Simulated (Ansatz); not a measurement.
Reactions of F2Ga2H3N, SMILES `[F][Ga]([F])[NH][GaH2]`.

Calculated with Ansatz (gas phase, PBE0-D4/def2-TZVP geometries, no zero-point term in ΔE). CCSD(T)/CBS adds triple-zeta CCSD(T) − MP2 to the extrapolated MP2 energy (def2 sets, frozen cores). This one scheme is used for every species. Functionals use def2-TZVPP. B3LYP here is the variant with VWN-RPA as its local correlation; programs differ in this. Elements past krypton have def2 core potentials. For Br, Ga, I outer-core shells are correlated without core-valence functions, which leaves a few kJ/mol of doubt a bond. Scalar relativity is left out up to krypton. Each species was taken in one conformer, which may not be the lowest.

```csv
reaction,CCSD(T)/CBS(def2) (kcal/mol)
`[F][Ga]([F])[NH][GaH2]` + CH₃NH₂ → `C[NH][Ga]([F])[F]` + `[NH2][GaH2]`,2.2
`[F][Ga]([F])[NH][GaH2]` + `C[SiH2]O` → `C[SiH2][O][GaH2]` + `[NH2][Ga]([F])[F]`,-4.3
`[F][Ga]([F])[NH][GaH2]` + H₂O → `[OH][Ga]([F])[F]` + `[NH2][GaH2]`,?
`[F][Ga]([F])[NH][GaH2]` + `N=C(Br)I` → `[F][Ga]([F])[Br]` + `N=C(I)[NH][GaH2]`,-23.6
`[F][Ga]([F])[NH][GaH2]` + CH₃OH → `C[O][GaH2]` + `[NH2][Ga]([F])[F]`,0.0
```

Fill in the missing values. (Estimate.)

Computed: `[F][Ga]([F])[NH][GaH2]` + H₂O → `[OH][Ga]([F])[F]` + `[NH2][GaH2]`: +1.8 kcal/mol.

Largest T1 diagnostic: 0.015, for `C[O][GaH2]`.
